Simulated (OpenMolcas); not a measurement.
**Co: Racah parameters, worked from levels**

```json
{
 "Program": "OpenMolcas 26.06",
 "Basis": "ANO-RCC-VTZP [6s5p3d2f1g]",
 "Scalar Hamiltonian": "DKH2, point nucleus",
 "Active space": "9 electrons in 6 orbitals (3d 4s)",
 "State averaging": "2S+1 = 4 even, 20 roots; 2S+1 = 2 even, 40 roots kept (CI in the orbitals of an earlier block)",
 "Spin-orbit coupling": "state interaction with AMFI integrals over the reference wave functions, term energies averaged over their components"
}
```

Methods: CASSCF; MS-CASPT2, IPEA 0.25 Eh, imaginary shift 0.1 Eh (closed shells correlated: 3s 3p).

**Racah parameters.** Above ⁴F, d7 has ⁴P at 15B, ²G at 4B + 3C and ²H at 9B + 3C. The first two fix B and C, and the third tests them; where it misses by thousands of cm-1, two parameters do not describe the configuration (Trees and configuration-interaction terms are left out) and B and C hang on the terms chosen. Term energies are centres of gravity, weighted by 2J + 1.

| Source | ⁴P | ²G | B | C | C/B | ²H from B, C | ²H found |
| --- | --- | --- | --- | --- | --- | --- | --- |
| CASSCF | 17266 | 17245 | 1151 | 4214 | 3.66 | 23001 | 23121 |
| MS-CASPT2 | 14573 | 16167 | 972 | 4094 | 4.21 | 21030 | 22125 |

Energies in cm-1. From CASSCF to MS-CASPT2, B changes by -15.6 % and C by -2.8 %.

CASPT2 breaks the degeneracy within a term, and the mean is taken; among the terms shown or strongly mixed into the levels shown the widest spread is 1700 cm-1 (3d⁷ 4s² ⁴F, MS-CASPT2). Terms from blocks run as CI alone lack orbitals of their own. Without dynamic correlation excited terms often stand tens of per cent too high (terms of higher spin than the ground term too low), and those without a measured partner can miss by more than the paired ones (holds for CASSCF). Levels of configurations outside the active space are missing.
